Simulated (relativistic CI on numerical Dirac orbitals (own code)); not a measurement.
**How well does a small relativistic CI reproduce Al VII?**

Method of calculation: Dirac-Coulomb-Breit CI, separate exchange-only KLI orbitals for each configuration, model QED, unscaled Slater integrals (own radial code, finite nucleus).

Configuration list (outside the closed core 1s2): 2s2 2p3, 2s 2p4, 2p5, 2s2 2p2 3s, 2s2 2p2 3p, 2p4 3s, 2s2 2p2 3d, 2p4 3p, 2p4 3d, 2s 2p3 3s, 2s 2p3 3p, 2s2 2p2 4s, 2s2 2p2 4p, 2s 2p3 3d, 2s2 2p2 4d, 2s2 2p2 4f. Levels of other configurations are missing.

| Configuration | Term (tabulated) | J | Measured (cm⁻¹) | Computed | Error | Purity (%) |
| --- | --- | --- | --- | --- | --- | --- |
| 2s2 2p3 | 4S° | 3/2 | 0.0 | 0 | 0 | 100 |
| 2s2 2p3 | 2D° | 3/2 | 62313.0 | 66513 | 4200 | 99 |
| 2s2 2p3 | 2D° | 5/2 | 62369.0 | 66596 | 4227 | 100 |
| 2s2 2p3 | 2P° | 1/2 | 94603.0 | 96740 | 2137 | 98 |
| 2s2 2p3 | 2P° | 3/2 | 94869.0 | 97002 | 2133 | 96 |
| 2s 2p4 | 4P | 5/2 | 280200.0 | 281137 | 937 | 100 |
| 2s 2p4 | 4P | 3/2 | 282670.0 | 283591 | 921 | 100 |
| 2s 2p4 | 4P | 1/2 | 283970.0 | 284893 | 923 | 100 |
| 2s 2p4 | 2D | 5/2 | 385860.0 | 395695 | 9835 | 99 |
| 2s 2p4 | 2D | 3/2 | 385910.0 | 395747 | 9837 | 99 |
| 2s 2p4 | 2S | 1/2 | 453060.0 | 463338 | 10278 | 99 |
| 2s 2p4 | 2P | 3/2 | 477690.0 | 493440 | 15750 | 99 |
| 2s 2p4 | 2P | 1/2 | 480660.0 | 496367 | 15707 | 99 |
| 2p5 | 2P° | 3/2 | 735750.0 | 758544 | 22794 | 97 |
| 2p5 | 2P° | 1/2 | 739700.0 | 762456 | 22756 | 97 |
| 2s2 2p2 3s | 4P | 1/2 | 1147200.0 | 1142464 | -4736 | 97 |
| 2s2 2p2 3s | 4P | 3/2 | 1148650.0 | 1144007 | -4643 | 97 |
| 2s2 2p2 3s | 4P | 5/2 | 1150950.0 | 1146276 | -4674 | 97 |
| 2s2 2p2 3s | 2P | 1/2 | 1163940.0 | 1161472 | -2468 | 98 |
| 2s2 2p2 3s | 2P | 3/2 | 1166720.0 | 1164248 | -2472 | 97 |
| 2s2 2p2 3s | 2S | 1/2 | 1248430.0 | 1241582 | -6848 | 93 |
| 2s2 2p2 3d | 2P | 1/2 | 1318010.0 | 1318826 | 816 | 85 |
| 2s 2p3 3s | 4S° | 3/2 | 1322150.0 | 1315295 | -6855 | 83 |
| 2s2 2p2 3d | 2F | 5/2 | 1324930.0 | 1324543 | -387 | 97 |
| 2s2 2p2 3d | 4P | 5/2 | 1326900.0 | 1325529 | -1371 | 95 |
| 2s2 2p2 3d | 4P | 3/2 | 1327890.0 | 1326590 | -1300 | 96 |
| 2s2 2p2 3d | 2F | 7/2 | 1327910.0 | 1327495 | -415 | 96 |
| 2s2 2p2 3d | 4P | 1/2 | 1328450.0 | 1327147 | -1303 | 97 |
| 2s2 2p2 4d | 2P | 3/2 | 1600400.0 | 1606217 | 5817 | 76 |
| 2s2 2p2 4d | 2F | 5/2 | 1605150.0 | 1611393 | 6243 | 98 |

Measured levels from NIST levels in Kelleher and Podobedova, J. Phys. Chem. Ref. Data 37, 709 (2008); Martin and Zalubas, J. Phys. Chem. Ref. Data 8, 817 (1979); pairs were made by configuration, J and term (by order where the table uses no LS term), so strongly mixed levels may be paired wrongly.

Mean error by configuration (cm⁻¹): 2s2 2p3 3174; 2s 2p4 8024; 2p5 22775; 2s2 2p2 3s -4307; 2s2 2p2 3d -660; 2s 2p3 3s -6855; 2s2 2p2 4d 6030. Over the excited levels the mean absolute error is 5958 cm⁻¹ (29 of the 34 excited levels that our extract of the source holds in range could be paired, and the others can miss by more), and the median relative error of those above 1,000 cm⁻¹ is 0.41 %.
